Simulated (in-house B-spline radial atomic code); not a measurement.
Values are calculated unless marked as measured or tabulated.
# Si³⁺ at several levels of theory

Ground configuration [Ne] 3s1. All numbers come from a B-spline radial code for spherical atoms, all electrons, at the radial basis limit. Mean-field, RPA, GW and linear-response runs are scalar-relativistic (one-electron X2C), no spin-orbit coupling, without Breit or QED terms, open shells spin-polarised at highest spin; the many-body runs on Dirac-Hartree-Fock orbitals are four-component, and their energies hold both.

RPA overbinds a lone outer s electron by self-correlation, and G0W0 tends to as well.

**Ionisation energy.** The reference is 45.142 eV (NIST, measured).

```
                                             method  value (eV)  minus reference (eV)
                   minus the highest LDA VWN5 level       40.51                 -4.63
             LDA VWN5, difference of total energies       45.64                 +0.50
                        minus the highest PBE level       40.40                 -4.74
                  PBE, difference of total energies       45.67                 +0.53
                                        G0W0 on PBE       46.08                 +0.94
                        exact exchange + RPA on PBE       45.88                 +0.74
                exact exchange + RPA + SOSEX on PBE       45.09                 -0.05
                     minus the highest r2SCAN level       40.65                 -4.49
               r2SCAN, difference of total energies       45.10                 -0.04
                       minus the highest PBE0 level       41.61                 -3.53
                 PBE0, difference of total energies       45.50                 +0.36
                                       G0W0 on PBE0       45.99                 +0.85
            minus the highest B3LYP (VWN-RPA) level       41.54                 -3.60
      B3LYP (VWN-RPA), difference of total energies       45.91                 +0.77
                  minus the highest CAM-B3LYP level       43.22                 -1.92
                    minus the highest LC-wPBE level       44.63                 -0.51
               minus the highest Hartree-Fock level       44.76                 -0.38
         Hartree-Fock, difference of total energies       44.73                 -0.41
                               G0W0 on Hartree-Fock       45.77                 +0.63
                  MP2, difference of total energies       45.13                 -0.01
Brueckner orbital with screened correlation (3s1/2)       45.14                 -0.01
```

Task: Which methods come closest, and which lies farthest off?

Result: Closest: Brueckner orbital with screened correlation (3s1/2) (-0.01 eV) and MP2, difference of total energies (-0.01 eV). Farthest: minus the highest PBE level (-4.74 eV). The PBE level misses by -4.7 eV while the PBE energy difference misses by +0.53 eV: the semilocal potential lacks the −1/r tail and the energy is convex in the electron number, but total energies at whole numbers are far better.

Run times on one thread of shared hosts: mean field, RPA, SOSEX and G0W0 on PBE, for the atom and its ion, 4.1 s (Arm Neoverse N1); Brueckner orbitals with all properties, 59 s (Arm Neoverse N1).
